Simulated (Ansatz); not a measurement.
Compare A (`CNC1=CB1`) with its isomer B (`NBC1C=C1`).

Isolated molecules relaxed with PBE0-D4/def2-TZVP in Ansatz; ΔE leaves out vibrations. CBS: MP2 limit from def2 TZ/QZ plus the TZ coupled-cluster correction, frozen cores. DFT in def2-TZVPP. B3LYP here is the variant with VWN-RPA as its local correlation; programs differ in this. One conformer a species, not always the lowest.

Q: Which is lower in electronic energy at CCSD(T)/CBS, and by how much? (Estimate.)

A: Computed: B, by 5.5 kcal/mol.

Q: Give E(B) − E(A) in kcal/mol with B3LYP, MP2/def2-TZVPP, PBE-D4, r2SCAN-D4, B3LYP-D4, CCSD(T)/def2-TZVPP, ωB97M-V. (Best estimate.)

A: Ansatz gave: B3LYP -1.7, MP2/def2-TZVPP -5.1, PBE-D4 -0.9, r2SCAN-D4 -0.8, B3LYP-D4 -1.6, CCSD(T)/def2-TZVPP -5.2, ωB97M-V -2.9. None reverses the order clearly.

Q: Does the order hold for the free energy at 298.15 K (harmonic terms from PBE0-D4)? (An estimate is asked.)

A: Computed: Yes: G(B) − G(A) = -5.8 kcal/mol, for one conformer each. Modes under 60 cm⁻¹, often nearly free rotors, make the harmonic entropy too high.

Largest T1 diagnostic: 0.012.

At CCSD(T), def2-SVP lies +2.5 kcal/mol from the extrapolated value and def2-TZVPP +0.4 kcal/mol. In def2-TZVPP, CCSD(T) changes the Hartree–Fock value by −4.9 kcal/mol (the triples alone add −0.4 kcal/mol) and MP2 by −4.8 kcal/mol.
